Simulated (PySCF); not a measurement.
**Electron correlation in Si (silicon, neutral)**

[Ne] 3s2 3p1 4s1, high-spin 3P determinant (an excited configuration). Calculation: PySCF 2.14, in dyall-acv3z; the non-relativistic Hamiltonian (point nucleus). Frozen: [Ne]; 4 electrons correlated; the 23 highest virtual orbitals of each spin left out.

```tsv
level	correlation energy (mhartree)
CCSD	-67.73
(T)	-2.07
CCSD(T)	-69.80
```

Diagnostics: T1 = 0.023, D1 = 0.0583, largest double amplitude 0.097.

Is a single reference adequate?

Mostly. T1 lies below 0.03, but a double amplitude of this size points to a near-degeneracy that CCSD handles and MP2 describes poorly.
